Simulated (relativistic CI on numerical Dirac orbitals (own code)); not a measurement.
## Spin-allowed bands of a d2 ion in an octahedral site, by hand

Problem. Take Δ = 14800 cm⁻¹ and B = 650 cm⁻¹ for a d2 ion in an octahedral site. Calculate the three spin-allowed bands.

Working.
1. The terms of highest spin are 3F (energy 0) and 3P (15B = 9750 cm⁻¹). Here the F term splits into A2 at +1.2Δ = 17760, T2 at +0.2Δ = 2960 and T1 at −0.6Δ = -8880 cm⁻¹.
2. The two T1 states mix through the element 0.4Δ: H = [[-8880, 5920], [5920, 9750]], with roots ½(H₁₁ + H₂₂) ∓ ½√[(H₂₂ − H₁₁)² + 4H₁₂²] = ½(870) ∓ ½(22074) = -10602 and 11472 cm⁻¹.
3. The ground term is 3T1 at -10602 cm⁻¹.
4. Bands: 3T2 13562 cm⁻¹ (737 nm), 3T1(P) 22074 cm⁻¹ (453 nm), 3A2 28362 cm⁻¹ (353 nm).

Check. Exact diagonalisation of the whole d2 shell with these parameters gives 3T2 13562, 3T1 22074, 3A2 28362 cm⁻¹. The match is exact, since without spin-orbit coupling no other term has this spin. The ratio of the second band to the first, 1.628, depends on Δ/B = 22.8 alone, which is how a Tanabe-Sugano diagram is read.
